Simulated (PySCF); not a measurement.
Trend along the chalcogens: MO molecules

CCSD(T) with triple-zeta basis sets in PySCF, for the lowest determinant that a PBE0 search found; no spin–orbit coupling. De refers to high-spin ground-configuration atoms.

```
 M         basis  reference, frozen orbitals  state (unpaired electrons)  Re (Å)  ωe (cm⁻¹)  De (eV)
 O    def2-TZVPP                      UHF, 2              triplet (π ↑↑)   1.212       1586     4.94
 S  x2c-TZVPPall                     ROHF, 6              triplet (π ↑↑)   1.493       1144     5.07
Se    def2-TZVPP                    ROHF, 10              triplet (π ↑↑)   1.648        924     4.31
Te    def2-TZVPP                     ROHF, 5              triplet (π ↑↑)   1.826        814     3.84
```

Q: By what factor does the well depth vary along the series?

A: At CCSD(T) it runs from 3.84 eV (TeO) to 5.07 eV (SO), a factor of 1.32.

The rows differ in basis set, which adds steps of its own.

Relativity is treated differently too: O no relativity; S spin-free X2C; Se no relativity; Te scalar-relativistic core potentials.

Down a group bonds as a rule get longer and wavenumbers fall, partly through the reduced mass; this series shows no clear exception.

Correlated steps freeze the inner cores (2 to 10 orbitals); shallow outer-core shells are correlated. UHF and ROHF references stand side by side, which adds small steps between rows. These are scalar-relativistic numbers at best; spin–orbit coupling would shift them, the dissociation energy most. States were picked by a PBE0 search and need not be the measured ground states.
